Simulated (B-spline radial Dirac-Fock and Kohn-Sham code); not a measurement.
# Au 4p3/2: cross section and angular parameters

System: neutral gold in the configuration [Xe] 4f14 5d10 6s1; threshold 546.3 eV (tabulated edge). Level of theory: Dirac-Hartree-Slater photoionisation with a Latter tail; cross sections with all multipoles, angular parameters from the dipole term and its interference with E2; a radial finite-basis atomic code.

```tsv
hν (eV)	σ (kb)	β	γ	δ
667	200	0.027	-0.176	0.116
800	171	0.587	0.104	0.093
811	169	0.619	0.122	0.090
879	156	0.784	0.214	0.076
1253.6	103	1.250	0.352	0.027
1480	82.0	1.383	0.310	0.014
1486.9	81.4	1.386	0.308	0.013
1700	66.9	1.468	0.248	0.007
2000	52.1	1.548	0.162	0.002
3500	19.6	1.707	-0.046	0.004
3630	18.3	1.712	-0.048	0.004
5414.7	8.21	1.747	0.049	0.011
8210	3.30	1.738	0.400	0.019
9980	?	?	?	?
10300	1.95	1.715	0.688	0.024
11400	1.53	1.701	0.836	0.028
```

Q: Give the values at 9980 eV.

A: σ = 2.10 kb, β = 1.719, γ = 0.644, δ = 0.024.

Values without a named source are computed, but for edge energies of neutral atoms, which are taken from tables.
